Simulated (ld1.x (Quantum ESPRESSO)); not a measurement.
# lead (Pb): excitation energies, all-electron against PAW

ld1.x (Quantum ESPRESSO) 7.5 input, shortened:

```
&input
   title='Pb', zed=82., rel=2, dft='PZ', iswitch=3,
   config='[Xe] 4f14 5d10 6s2 6p1', rel_dist='average'
 /
 &inputp
   pseudotype=3, lpaw=.true., tm=.true., lloc=-1, rcloc=1.70,
   nlcc=.false.,
   which_augfun='GAUSS', rmatch_augfun=1.70
 /
6
6S  1  0   2.00   0.00  1.76  2.36  0.0
6S  1  0   0.00   1.70  1.76  2.36  0.0
6P  2  1   1.00   0.00  2.60  3.00  0.0
6P  2  1   0.00   1.90  2.60  3.00  0.0
5D  3  2  10.00   0.00  2.10  2.20  0.0
5D  3  2   0.00  -1.50  2.10  2.20  0.0
 &test
   configts(1)='5d10 6s2 6p1'
 /
```

Open shells are filled in proportion to 2j + 1 (rel_dist='average').

Energies are relative to the spin-unpolarised reference configuration 5d10 6s2 6p1; without spin polarisation the order of configurations can differ from experiment.

```
valence configuration  charge  ΔE all-electron (eV)  error AE − PS (meV)
         5d10 6s2 6p2       0                -6.958                 +4.8
         5d10 6s2 6p0      +2                13.924                  +11
         5d10 6s0 6p0      +4                89.975                 +106
       5d10 6s2 6p1.5    +0.5                -4.289                 +1.6
         5d10 6s1 6p2      +1                 9.417                 +0.2
```

**Question.** What are ΔE and the potential's error for 5d10 6s1 6p0?

**Answer.** ΔE = 46.795 eV all-electron; the error (AE − PS) is +38 meV.

**Question.** What are ΔE and the potential's error for 5d10 6s2 6p2.3?

**Answer.** ΔE = -7.850 eV all-electron; the error (AE − PS) is +6.6 meV.

The ghost test of this file was not conclusive.
